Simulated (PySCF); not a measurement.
Electric field gradients and quadrupole coupling constants

Compound: C5H10F2OSi.
Geometry (GFN2-xTB, Å), atoms numbered from 1 in this order:
```xyz
19
C5H10F2OSi angstrom
C      3.031    0.065    0.224
C      2.017   -0.478   -0.770
O      0.702   -0.399   -0.300
Si    -0.158    0.896    0.137
C     -1.839    0.115    0.472
C     -2.089   -1.350    0.301
C     -2.796    0.924    0.868
F     -4.059    0.593    1.162
F     -2.654    2.243    1.043
H      2.924   -0.443    1.178
H      4.039   -0.092   -0.152
H      2.869    1.129    0.375
H      2.095    0.072   -1.715
H      2.212   -1.538   -0.966
H      0.351    1.545    1.348
H     -0.243    1.888   -0.941
H     -1.901   -1.633   -0.732
H     -1.400   -1.913    0.927
H     -3.111   -1.615    0.564
```

Field gradients from the PBE0/pcSseg-1 density (PySCF, non-relativistic), principal values in atomic units, ordered |Vxx| ≤ |Vyy| ≤ |Vzz|:

```tsv
atom	Vxx	Vyy	Vzz
O3	-0.5364	-1.1527	1.6890
```

Task: Find the asymmetry η = (Vxx − Vyy)/Vzz and the couplings χ = eQV/h (234.96 MHz × Q in barn × V in au), with Q(17O) = −0.0256 b.

Result: 
```tsv
atom	environment	nucleus	η	χzz (MHz)	χxx (MHz)	χyy (MHz)
O3	silyl ether oxygen	17O	0.36	-10.16	3.23	6.93
```

Task: What is Vzz at O3 in SI units (1 au = 9.71736 × 10²¹ V/m²)?

Result: 1.6890 au = 16.413 × 10²¹ V/m².

Task: And the gradient at the other heavy atoms, for which no coupling is worked out here?

Result: 
```tsv
atom	environment	Vzz (au)	η
C1	methyl carbon	0.044	0.50
C2	sp3 carbon bound to oxygen	0.415	0.16
Si4	oxygen-bound silicon	0.393	0.54
C5	fully substituted alkene carbon	0.144	0.84
C6	allylic carbon	0.134	0.18
C7	=CF2 carbon	0.469	0.02
F8	vinyl fluorine	2.906	0.09
F9	vinyl fluorine	2.885	0.05
```

Were the hydrogens deuterons (Q(2H) = 0.00286 b), χzz would run from 106 kHz (H16 and H15) to 213 kHz (H11).

One conformer (not necessarily the lowest) at the GFN2-xTB geometry, without solvent, vibrations or thermal averaging. GFN2-xTB bond lengths can be off by several hundredths of an ångström, more for odd bonds, and the gradients follow them. The basis is small and wasn't made for field gradients, so the couplings can be 20 % off.
